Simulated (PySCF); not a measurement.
# Electronic structure of Fe+ (iron, charge +1) at the PBE0 level

Configuration: [Ar] 3d6 4s1, high-spin 6D determinant. Calculation: PySCF 2.14, in cc-pVTZ (7s6p4d2f1g, 68 functions); the non-relativistic Hamiltonian (point nucleus).

- Total energy: -1263.185 hartree
- One-electron energy: -1736.363 hartree
- Hartree (Coulomb) energy: 528.394 hartree
- Exchange-correlation energy: -55.216 hartree
- Kinetic energy: 1261.84861 hartree
- ⟨S²⟩: 8.7510
- ⟨L²⟩: 6.012
- Sum of ⟨r⟩: 18.14 bohr
- Sum of ⟨r²⟩: 25.11 bohr²
- Traceless quadrupole moment −½Σ⟨3z² − r²⟩ along its main axis: 0.380 e·bohr²
- Density at the nucleus (Gaussians lack the cusp): 11800 bohr⁻³
- Spin density at the nucleus: 5.61 bohr⁻³
- Langevin diamagnetic susceptibility: -19.9 ×10⁻⁶ cm³/mol
- Time after the integrals: 0.76 s of wall time on 1 thread of Intel(R) Xeon(R) 6975P-C (shared host)

```json
{"shell": "1s α", "electrons": "1", "mean orbital energy (hartree)": "-256.74466", "spread (hartree)": "0", "rms radius, mean of both spins (bohr)": "0.0684"}
{"shell": "1s β", "electrons": "1", "mean orbital energy (hartree)": "-256.74159", "spread (hartree)": "0", "rms radius, mean of both spins (bohr)": "0.0684"}
{"shell": "2s α", "electrons": "1", "mean orbital energy (hartree)": "-30.54742", "spread (hartree)": "0", "rms radius, mean of both spins (bohr)": "0.293"}
{"shell": "2s β", "electrons": "1", "mean orbital energy (hartree)": "-30.46242", "spread (hartree)": "0", "rms radius, mean of both spins (bohr)": "0.293"}
{"shell": "2p α", "electrons": "3", "mean orbital energy (hartree)": "-26.36589", "spread (hartree)": "0.03314", "rms radius, mean of both spins (bohr)": "0.262"}
{"shell": "2p β", "electrons": "3", "mean orbital energy (hartree)": "-26.29524", "spread (hartree)": "0.01382", "rms radius, mean of both spins (bohr)": "0.262"}
{"shell": "3s α", "electrons": "1", "mean orbital energy (hartree)": "-3.98019", "spread (hartree)": "0", "rms radius, mean of both spins (bohr)": "0.881"}
{"shell": "3s β", "electrons": "1", "mean orbital energy (hartree)": "-3.76944", "spread (hartree)": "0", "rms radius, mean of both spins (bohr)": "0.881"}
{"shell": "3p α", "electrons": "3", "mean orbital energy (hartree)": "-2.74004", "spread (hartree)": "0.06756", "rms radius, mean of both spins (bohr)": "0.938"}
{"shell": "3p β", "electrons": "3", "mean orbital energy (hartree)": "-2.51513", "spread (hartree)": "0.00300", "rms radius, mean of both spins (bohr)": "0.938"}
{"shell": "3d α", "electrons": "5", "mean orbital energy (hartree)": "-0.73696", "spread (hartree)": "0.07612", "rms radius, mean of both spins (bohr)": "1.24"}
{"shell": "3d β", "electrons": "1", "mean orbital energy (hartree)": "-0.58816", "spread (hartree)": "0", "rms radius, mean of both spins (bohr)": "1.24"}
{"shell": "4s α", "electrons": "1", "mean orbital energy (hartree)": "-0.49898", "spread (hartree)": "0", "rms radius, mean of both spins (bohr)": "2.90"}
```
